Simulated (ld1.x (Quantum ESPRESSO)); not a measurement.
## revPBE RRKJ dataset for oxygen (O), non-relativistic all-electron reference.

Input for ld1.x (Quantum ESPRESSO) 7.5:

```
&input
   title='O', zed=8., rel=0, dft='REVPBE', iswitch=3,
   config='[He] 2s2 2p4 3d-2',
   nld=3, rlderiv=2.50, eminld=-4.0, emaxld=5.0, deld=0.02
 /
 &inputp
   pseudotype=2, tm=.false., rho0=0.01, lloc=0,
   nlcc=.false.,
   file_pseudopw='O.UPF', file_wfcaegen='ae.wfc', file_wfcncgen='nc.wfc', file_beta='beta', file_chi='chi'
 /
3
2P  2  1   4.00   0.00  2.15  2.15  0.0
3D  3  2  -2.00   0.25  2.30  2.30  0.0
2S  1  0   2.00   0.00  0.80  0.80  0.0
 &test
   configts(1)='2s2 2p4'
 /
```

Command:

```bash
ld1.x < O.in > O.out
```

Output (shortened: banner, matrices, multipoles, cross overlaps and the repeated all-electron block are left out):

```
Program LD1 v.7.5
     --------------------------- All-electron run ----------------------------

     O

     atomic number is  8.00
     dft =REVPBE   lsd =0 sic =0 latt =0  beta=0.20 tr2=1.0E-14
     Exchange-correlation= REVPBE
                           (   1   4   4   4   0   0   0)
     mesh =1095 r(mesh) =  99.04343 a.u. xmin = -7.00 dx = 0.01250
     1 Ry =  13.60569312 eV

     n l     nl                  e(Ry)          e(Ha)          e(eV)
     1 0     1S 1( 2.00)       -37.8188       -18.9094      -514.5505
     2 0     2S 1( 2.00)        -1.7604        -0.8802       -23.9511
     2 1     2P 1( 4.00)        -0.6598        -0.3299        -8.9769

     final scf error:  3.1E-15 reached in  39 iterations

     Etot =    -150.008821 Ry,     -75.004410 Ha,   -2040.973984 eV

     Ekin =     149.586210 Ry,      74.793105 Ha,    2035.224074 eV
     Encl =    -355.764388 Ry,    -177.882194 Ha,   -4840.421090 eV
     Eh   =      72.830076 Ry,      36.415038 Ha,     990.903658 eV
     Exc  =     -16.660719 Ry,      -8.330359 Ha,    -226.680626 eV

     normalization and overlap integrals

     s(1S/1S) =  1.000000  <r> =   0.1995  <r2> =    0.0538  r(max) =   0.1298
     s(2S/2S) =  1.000000  <r> =   1.1391  <r2> =    1.5785  r(max) =   0.8677
     s(2P/2P) =  1.000000  <r> =   1.2661  <r2> =    2.1391  r(max) =   0.8254

     ------------------------ End of All-electron run ------------------------

     --------------------- Generating NC pseudopotential ---------------------

      Generating local pot.: lloc=0, matching radius rcloc =   0.8000

      Wfc   2P  rcut= 2.161  Estimated cut-off energy=       38.55 Ry
      This function has    0 nodes for 0 < r <    2.161

      Wfc   3D  rcut= 2.272  Estimated cut-off energy=       42.85 Ry
      This function has    0 nodes for 0 < r <    2.272

     ------------------- End of pseudopotential generation -------------------

     Computing logarithmic derivative in   2.49510
     Computing logarithmic derivative in   2.49510
     Computing the partial wave expansion
       no projector for channel:   0
     R is outside the sphere for l=    1 j= 0.00
     R is outside the sphere for l=    2 j= 0.00

     ---------------------- Testing the pseudopotential ----------------------

     O

     atomic number is  8.00   valence charge is  6.00
     dft =REVPBE   lsd =0 sic =0 latt =0  beta=0.20 tr2=1.0E-14
     mesh =1095 r(mesh) =  99.04343 xmin = -7.00 dx = 0.01250

     n l     nl             e AE (Ry)        e PS (Ry)    De AE-PS (Ry)
     1 0     2S   1( 2.00)       -1.76037       -1.76037        0.00000
     2 1     2P   1( 4.00)       -0.65979       -0.65979       -0.00000

     eps = 1.8E-15  iter = 17

     Etot =    -150.008821 Ry,     -75.004410 Ha,   -2040.973984 eV
     Etotps =   -30.214670 Ry,     -15.107335 Ha,    -411.091525 eV

     Ekin =      17.294814 Ry,       8.647407 Ha,     235.307935 eV
     Encl =     -62.312502 Ry,     -31.156251 Ha,    -847.804779 eV
     Ehrt =      25.859864 Ry,      12.929932 Ha,     351.841377 eV
     Ecxc =      -6.287890 Ry,      -3.143945 Ha,     -85.551096 eV
     Epseu=      -4.768957 Ry,      -2.384478 Ha,     -64.884962 eV

     ---------------------- End of pseudopotential test ----------------------
```

Generation and configuration tests took about 3.1 s on one core of a shared server CPU.

Transferability test of the new file with ld1.x, input:

```
&input
   title='O', zed=8., rel=0, dft='REVPBE', iswitch=2,
   config='[He] 2s2 2p4 3d-2'
 /
 &test
   file_pseudo='O.UPF', nconf=8,
   configts(1)='2s2 2p4',
   configts(2)='2s2 2p3',
   configts(3)='2s2 2p2',
   configts(4)='2s2 2p1',
   configts(5)='2s2 2p0',
   configts(6)='2s1 2p5',
   configts(7)='2s2 2p4.3',
   configts(8)='2s1 2p4'
 /
```

```bash
ld1.x < O.test.in > O.test.out
```

Pseudopotential blocks of its output, shortened (energy terms left out; the distinct warnings before each block abridged to one line each):

```
     ---------------------- Testing the pseudopotential ----------------------

     n l     nl             e AE (Ry)        e PS (Ry)    De AE-PS (Ry)
     1 0     2S   1( 2.00)       -1.76037       -1.76037        0.00000
     2 1     2P   1( 4.00)       -0.65979       -0.65979        0.00000

     eps = 9.8E-15  iter = 14

     Etot =    -150.008821 Ry,     -75.004410 Ha,   -2040.973983 eV
     Etotps =   -30.214670 Ry,     -15.107335 Ha,    -411.091533 eV

     ---------------------- End of pseudopotential test ----------------------

          ---------------------- Testing the pseudopotential ----------------------

     n l     nl             e AE (Ry)        e PS (Ry)    De AE-PS (Ry)
     1 0     2S   1( 2.00)       -2.91520       -2.91408       -0.00112
     2 1     2P   1( 3.00)       -1.79319       -1.76446       -0.02873  !

     eps = 1.9E-16  iter = 12

     Etot =    -148.804960 Ry,     -74.402480 Ha,   -2024.594626 eV
     Etotps =   -29.020928 Ry,     -14.510464 Ha,    -394.849834 eV
     dEtot_ae =       1.203861 Ry
     dEtot_ps =       1.193743 Ry,   Delta E=       0.010118 Ry

     ---------------------- End of pseudopotential test ----------------------

          Warning: n=2, l=1 expected 0 nodes, found 1
     ---------------------- Testing the pseudopotential ----------------------

     n l     nl             e AE (Ry)        e PS (Ry)    De AE-PS (Ry)
     1 0     2S   1( 2.00)       -4.28858       -4.24892       -0.03966  !
     2 1     2P   1( 2.00)       -3.17346       -3.04741       -0.12604  !

     eps = 2.8E-16  iter = 12

     Etot =    -146.340527 Ry,     -73.170263 Ha,   -1991.064301 eV
     Etotps =   -26.626810 Ry,     -13.313405 Ha,    -362.276212 eV
     dEtot_ae =       3.668294 Ry
     dEtot_ps =       3.587860 Ry,   Delta E=       0.080434 Ry

     ---------------------- End of pseudopotential test ----------------------

          ---------------------- Testing the pseudopotential ----------------------

     n l     nl             e AE (Ry)        e PS (Ry)    De AE-PS (Ry)
     1 0     2S   1( 2.00)       -5.84202       -5.70641       -0.13560  !
     2 1     2P   1( 1.00)       -4.76675       -4.44644       -0.32031  !

     eps = 3.6E-15  iter =  9

     Etot =    -142.387053 Ry,     -71.193526 Ha,   -1937.274542 eV
     Etotps =   -22.887498 Ry,     -11.443749 Ha,    -311.400276 eV
     dEtot_ae =       7.621768 Ry
     dEtot_ps =       7.327172 Ry,   Delta E=       0.294596 Ry

     ---------------------- End of pseudopotential test ----------------------

          ---------------------- Testing the pseudopotential ----------------------

     n l     nl             e AE (Ry)        e PS (Ry)    De AE-PS (Ry)
     1 0     2S   1( 2.00)       -7.54721       -7.24341       -0.30380  !
     2 1     2P   1( 0.00)       -6.54641       -5.91293       -0.63348  !

     eps = 9.0E-15  iter =  7

     Etot =    -136.744802 Ry,     -68.372401 Ha,   -1860.507817 eV
     Etotps =   -17.711207 Ry,      -8.855604 Ha,    -240.973253 eV
     dEtot_ae =      13.264019 Ry
     dEtot_ps =      12.503463 Ry,   Delta E=       0.760556 Ry

     ---------------------- End of pseudopotential test ----------------------

          ---------------------- Testing the pseudopotential ----------------------

     n l     nl             e AE (Ry)        e PS (Ry)    De AE-PS (Ry)
     1 0     2S   1( 1.00)       -1.79378       -1.81588        0.02210  !
     2 1     2P   1( 5.00)       -0.69116       -0.70623        0.01507  !

     eps = 7.4E-16  iter = 19

     Etot =    -148.907176 Ry,     -74.453588 Ha,   -2025.985337 eV
     Etotps =   -29.109534 Ry,     -14.554767 Ha,    -396.055389 eV
     dEtot_ae =       1.101645 Ry
     dEtot_ps =       1.105136 Ry,   Delta E=      -0.003491 Ry

     ---------------------- End of pseudopotential test ----------------------

          ---------------------- Testing the pseudopotential ----------------------

     n l     nl             e AE (Ry)        e PS (Ry)    De AE-PS (Ry)
     1 0     2S   1( 2.00)       -1.46756       -1.46464       -0.00293
     2 1     2P   1( 4.30)       -0.37741       -0.37823        0.00083

     eps = 1.0E-14  iter = 16

     Etot =    -150.163637 Ry,     -75.081818 Ha,   -2043.080361 eV
     Etotps =   -30.369664 Ry,     -15.184832 Ha,    -413.200324 eV
     dEtot_ae =      -0.154816 Ry
     dEtot_ps =      -0.154993 Ry,   Delta E=       0.000177 Ry

     ---------------------- End of pseudopotential test ----------------------

          ---------------------- Testing the pseudopotential ----------------------

     n l     nl             e AE (Ry)        e PS (Ry)    De AE-PS (Ry)
     1 0     2S   1( 1.00)       -2.92516       -2.96970        0.04455  !
     2 1     2P   1( 4.00)       -1.80190       -1.81347        0.01156  !

     eps = 1.3E-15  iter = 14

     Etot =    -147.682302 Ry,     -73.841151 Ha,   -2009.320078 eV
     Etotps =   -27.867994 Ry,     -13.933997 Ha,    -379.163376 eV
     dEtot_ae =       2.326519 Ry
     dEtot_ps =       2.346676 Ry,   Delta E=      -0.020157 Ry

     ---------------------- End of pseudopotential test ----------------------
```
